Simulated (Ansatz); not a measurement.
Reaction (SMILES): C[Si](C)(Cl)Cl [dichloro(dimethyl)silane] → [CH2][Si](C)(Cl)Cl + H atom (the C-H bond at the site shown breaks; other sites are not compared here)
Geometries: B3LYP-D3(BJ)/def2-TZVP minima from Ansatz (an electronic-structure program), one conformer each, not searched for the lowest.

Quantity: bond dissociation energy (electronic energy difference), in eV. Cores are frozen in the correlated levels unless marked. Open shells are spin-unrestricted. No spin-orbit coupling. Non-relativistic. CBS marks a two-point X^-3 extrapolation of the correlation energy; Hartree-Fock from the larger set. The bracket is a focal-point correction in the basis named.

```tsv
level	program	bond dissociation energy (eV)
revPBE/def2-TZVPD	Ansatz	___
PBE0/6-31G*	Ansatz	4.62
SCS-MP2/6-31G	Ansatz	4.30
RI-MP2/CBS(cc-pV(T+d)Z,cc-pV(Q+d)Z)+[CCSD(T)-MP2]/cc-pV(T+d)Z	Ansatz	4.77
```

Some entries are withheld; supply them.


- revPBE/def2-TZVPD, bond dissociation energy (eV): 4.49
